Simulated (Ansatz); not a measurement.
# Abstraction of F: CClF3 + SnHF2 → CClF2 + SnHF3

Species: CClF3 `FC(F)(F)Cl`, singlet; SnHF2 `[F][SnH][F]`, doublet; CClF2 (chlorodifluoromethyl radical) `F[C](F)Cl`, doublet; SnHF3 `[F][SnH]([F])[F]`, singlet. A radical takes F: the energy is the difference in strength between the C–F bond broken and the Sn–F bond made.

Shapes, held fixed at every level: PBE0-D4/def2-TZVP. Programs: Ansatz 0.2.0. The zero-point and thermal change to 298 K, harmonic and unscaled (PBE0-D4/def2-TZVP), is -1.5 kJ/mol.

| level | kind | ΔH(298 K) (kJ/mol) | less CCSD(T)/def2-TZVPP | CPU time (sum over the molecules) |
| --- | --- | --- | --- | --- |
| PBE-D4/def2-TZVPP | GGA | +44.6 | +10.5 | 12 s |
| r2SCAN-D4/def2-TZVPP | meta-GGA | +36.8 | +2.7 | 23 s |
| r2SCAN0-D4/def2-TZVPP | global hybrid | +37.3 | +3.2 | 26 s |
| B2PLYP/def2-TZVPP | double hybrid | +32.8 | -1.3 | 30 s |
| MP2/def2-SVP | perturbation theory | +52.1 | +18.0 | – |
| MP2/def2-TZVPP | perturbation theory | +35.0 | +0.9 | – |
| CCSD(T)/def2-SVP | coupled cluster or CI | +55.9 | +21.8 | 22 s |
| CCSD(T)/def2-TZVPP | coupled cluster or CI | +34.1 | 0.0 | 2.8 min |

The highest level, CCSD(T)/def2-TZVPP, gives ΔH(298 K) = +34.1 kJ/mol; the levels span +32.8 to +55.9. The column of differences is taken from that level and isn't an error. No measured value is set beside it here. Open shells run unrestricted unless RO is named. For atoms past krypton def2 sets carry core potentials with scalar relativity. Correlated rows may include outer-core shells of Sn, which these sets cover unevenly. Times are processor times on shared x86 and Arm servers, and rough.
